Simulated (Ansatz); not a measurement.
Calculated with Ansatz (gas phase, PBE0-D4/def2-TZVP geometries, no zero-point term in ΔE). CCSD(T)/CBS is the MP2 limit (def2-TZVPP, def2-QZVPP) plus CCSD(T) − MP2 in def2-TZVPP, frozen cores. One conformer a species, not always the lowest.

Consider the ligand exchange at the Si–S bond: `N[SiH2]S[SiH3]` + `OC1=CS1` → `[SiH3]OC1=CS1` + `N[SiH2]S`.

```tsv
species	MP2/def2-TZVPP energy (Eh)
`N[SiH2]S[SiH3]`	-1034.71213
`OC1=CS1`	-549.96944
`[SiH3]OC1=CS1`	-840.23680
`N[SiH2]S`	-744.45607
```

Problem. Work out ΔE.

Solution. ΔE = (-840.23680) + (-744.45607) − (-1034.71213) − (-549.96944) = -0.01130 Eh = -7.1 kcal/mol. CCSD(T)/CBS gives -6.9 kcal/mol.

Largest T1 diagnostic among the species: 0.013.

In def2-TZVPP, CCSD(T) changes the Hartree–Fock value by +3.0 kcal/mol (the triples alone add +0.5 kcal/mol) and MP2 by +3.3 kcal/mol.
